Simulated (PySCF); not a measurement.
# Correlation energy of S³⁺ (sulfur, charge +3)

[Ne] 3s2 3p1, 2P determinant. Computed with PySCF 2.14 in x2c-QZVPPall, with the spin-free X2C one-electron Hamiltonian (Gaussian nucleus). Frozen: 1s2; 11 electrons correlated.

```
  level  correlation energy (mhartree)
   CCSD                        -254.03
    (T)                          -3.03
CCSD(T)                        -257.06
```

Diagnostics: T1 = 0.0064, D1 = 0.0263, largest double amplitude 0.099.

Cost of the coupled-cluster step: of the order of 17 core-seconds, for 11 correlated electrons.

This basis was not built for core-valence correlation, so the inner-shell part is incomplete.
